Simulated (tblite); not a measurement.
Compound: C5H9O2P.
Structure used (GFN2-xTB), in Å, numbered top down from 1:
```
atom  x, y, z in Å
C1    -2.5097    2.0507    0.3606
C2    -2.0639    0.9450    0.2248
P3    -1.5074   -0.7229   -0.0608
O4    -2.3314   -1.4822   -1.0069
O5    -1.5330   -1.3843    1.4101
C6     0.2721   -0.5740   -0.4387
C7     1.0394    0.1340    0.6681
C8     2.5258    0.2220    0.3450
H9    -2.8824    3.0250    0.4962
H10   -2.2405   -2.0319    1.4233
H11    0.3619   -0.0389   -1.3867
H12    0.6422   -1.5914   -0.5920
H13    0.6299    1.1381    0.8009
H14    0.8962   -0.4084    1.6042
H15    2.6840    0.7748   -0.5788
H16    3.0598    0.7288    1.1449
H17    2.9501   -0.7726    0.2254
```

All values are computed: GFN2-xTB (tblite) harmonic vibrations without scaling, gas phase. The method is semi-empirical: single wavenumbers can be off by several per cent or more. One conformer, not necessarily the lowest.

Harmonic wavenumbers (cm⁻¹): 60.9, 66.1, 103.0, 124.2, 138.0, 230.5, 235.2, 280.5, 304.8, 311.5, 370.8, 400.5, 445.1, 632.0, 672.8, 676.4, 733.3, 781.2, 823.2, 848.2, 888.6, 949.9, 995.9, 1079.3, 1121.1, 1203.4, 1209.1, 1264.8, 1267.2, 1344.5, 1416.4, 1432.9, 1490.4, 1501.6, 1503.9, 2218.5, 2946.5, 2962.8, 2974.8, 2993.7, 3031.6, 3035.3, 3043.5, 3362.3, 3572.8.

A = 2290, B = 1195, C = 968.9 MHz; mass 132.034 u (most abundant isotopes); point group C1, symmetry number 1.

Task: Zero-point energy?

Result: Half the sum of the wavenumbers: 28525 cm⁻¹ = 81.56 kcal/mol.

Task: What is S at 273.15 K and 1 bar for an ideal gas of classical rigid rotors and harmonic oscillators?

Result: Translation 40.14, rotation 28.92, vibration 28.79: S = 97.9 cal/(mol K).

Task: And Cp and H(273.15 K) − H(0)?

Result: Cp = 37.02 cal/(mol K), of which vibrations give 29.07 (their classical limit is 45 R = 89.4); H(273.15 K) − H(0) = 6.37 kcal/mol without the zero-point energy, 4.20 from vibrations.

Task: How do the functions run with temperature in this model?

Result: 
```json
{"T (K)": "100", "S (cal/(mol K))": "70.1", "Cp (cal/(mol K))": "20.2", "H − H(0) (kcal/mol)": "1.35", "G − H(0) (kcal/mol)": "-5.66", "ln q(vib)": "1.74"}
{"T (K)": "200", "S (cal/(mol K))": "87.4", "Cp (cal/(mol K))": "30.4", "H − H(0) (kcal/mol)": "3.90", "G − H(0) (kcal/mol)": "-13.57", "ln q(vib)": "4.65"}
{"T (K)": "300", "S (cal/(mol K))": "101.4", "Cp (cal/(mol K))": "39.4", "H − H(0) (kcal/mol)": "7.40", "G − H(0) (kcal/mol)": "-23.03", "ln q(vib)": "7.51"}
{"T (K)": "500", "S (cal/(mol K))": "125.2", "Cp (cal/(mol K))": "54.1", "H − H(0) (kcal/mol)": "16.83", "G − H(0) (kcal/mol)": "-45.77", "ln q(vib)": "12.90"}
{"T (K)": "800", "S (cal/(mol K))": "154.0", "Cp (cal/(mol K))": "68.0", "H − H(0) (kcal/mol)": "35.34", "G − H(0) (kcal/mol)": "-87.82", "ln q(vib)": "20.19"}
{"T (K)": "1000", "S (cal/(mol K))": "169.8", "Cp (cal/(mol K))": "74.2", "H − H(0) (kcal/mol)": "49.59", "G − H(0) (kcal/mol)": "-120.24", "ln q(vib)": "24.56"}
```

q(vib) and H(0) count from the zero-point level.

Task: Which modes carry the vibrational entropy at 273.15 K?

Result: 60.9 cm⁻¹: 4.26; 66.1 cm⁻¹: 4.09; 103.0 cm⁻¹: 3.23; 124.2 cm⁻¹: 2.87; 138.0 cm⁻¹: 2.66; 230.5 cm⁻¹: 1.72 cal/(mol K); the other 39 give 9.97 together.

Task: Blend soft modes into free rotors: weight 1/[1 + (100 cm⁻¹/ν̃)⁴] for the oscillator and the rest for a rotor with moment μB/(μ + B), μ = h/(8π²ν), B = 10⁻⁴⁴ kg m². What vibrational entropy results?

Result: 26.82 cal/(mol K) in place of 28.79, which changes −T·S at 273.15 K by +0.54 kcal/mol.

Hindered rotation and anharmonicity are outside this model. Other conformers, if any are populated, would add a mixing term that is left out. The structure is chiral; the term R ln 2 for an equal mix with its mirror image is left out.
